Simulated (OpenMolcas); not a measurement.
3d ions of charge +2 along the row

```json
{
  "Program": "OpenMolcas",
  "Method": "SS-CASPT2, IPEA 0.25 Eh, imaginary shift 0.1 Eh",
  "Basis": "ANO-RCC-VTZP",
  "Scalar Hamiltonian": "DKH2, point nucleus",
  "Spin-orbit coupling": "RASSI with atomic mean-field integrals over the reference wave functions, term energies averaged over their components"
}
```

Active space: the 3d shell; CASPT2 also correlates the outermost closed s and p core shells.

B and C come from two terms' centres of gravity (d2, d8: 3P = 15B, 1G = 12B + 2C; d3, d7: 4P = 15B, 2G = 4B + 3C; d4, d6: 3G = 9B + 4C, 3H = 4B + 4C; d5: 4D = 17B + 5C, 4G = 10B + 5C, above the ground term), where all their levels are at least 80 % pure. ζ = ±2S·A comes from the whole width of the ground multiplet by E(J) = (A/2) J(J+1), where its levels are at least 85 % pure. Energies in cm-1.

| Ion | Configuration | Lowest level | Weight (%) | B | B measured | C | C measured | ζ | ζ measured |
| --- | --- | --- | --- | --- | --- | --- | --- | --- | --- |
| Ti2+ | 3d2 | 3F2 | 100 | 733 | 695 | 3013 | 2910 | 128 | 120 |
| V2+ | 3d3 | 4F 3/2 | 100 | 791 | 755 | 2947 | 2910 | 180 | 167 |
| Cr2+ | 3d4 | 5D0 | 100 | 724 | 691 | 3771 | 3575 | 249 | 230 |
| Mn2+ | 3d5 | 6S 5/2 | 100 | 802 |  | 4141 |  |  |  |
| Fe2+ | 3d6 | 5D4 | 100 | 927 | 917 | 4241 | 4040 | 416 | 411 |
| Co2+ | 3d7 | 4F 9/2 | 100 | 994 | 971 | 4141 | 4209 | 546 | 533 |
| Ni2+ | 3d8 | 3F4 | 100 | 1094 | 1056 | 4843 | 4723 | 643 | 648 |

Measured columns use the levels in Corliss and Sugar, J. Phys. Chem. Ref. Data 8, 1 (1979) (Ti2+); Sugar and Corliss, J. Phys. Chem. Ref. Data 7, 1191 (1978) (V2+); Sugar and Corliss, J. Phys. Chem. Ref. Data 6, 317 (1977) (Cr2+); Corliss and Sugar, J. Phys. Chem. Ref. Data 11, 135 (1982) (Fe2+); Sugar and Corliss, J. Phys. Chem. Ref. Data 10, 1097 (1981) (Co2+); Corliss and Sugar, J. Phys. Chem. Ref. Data 10, 197 (1981) (Ni2+).

The computed B goes from 733 (Ti2+) to 1094 cm-1 (Ni2+), a factor of 1.49, though not at every step. It departs from the measured column by +1 to +5 %. The Trees term is left out, which lowers the B read from the levels of every ion, most for d4 to d6. The pair of terms that fixes B changes along the row, so steps between ions also reflect that choice.

The computed ζ goes from 128 (Ti2+) to 643 cm-1 (Ni2+), a factor of 5.02, rising at every step. It departs from the measured column by -1 to +8 %.

Term energies are means over components that CASPT2 splits; among the low terms the widest spread is 1100 cm-1 (3d7 2H, Co2+). Terms from blocks run as CI alone lack orbitals of their own. The CASPT2 spread within a term exceeds the gap to the next term for 3d3 2P and 3d3 2H, so the order of their levels is uncertain (figures for V2+; the like holds for Cr2+, Fe2+, Co2+). Some levels mix across a computed gap that differs much from the measured one, so their mixing is not that of the real levels (holds for Co2+). Measured partners are found by configuration, term and J. A level has none where our copy of the source lacks it or the pairing is in doubt (some pairs that miss far off the trend of their configuration count as doubtful), and it then counts in no deviation. Levels of configurations outside the active space are missing.
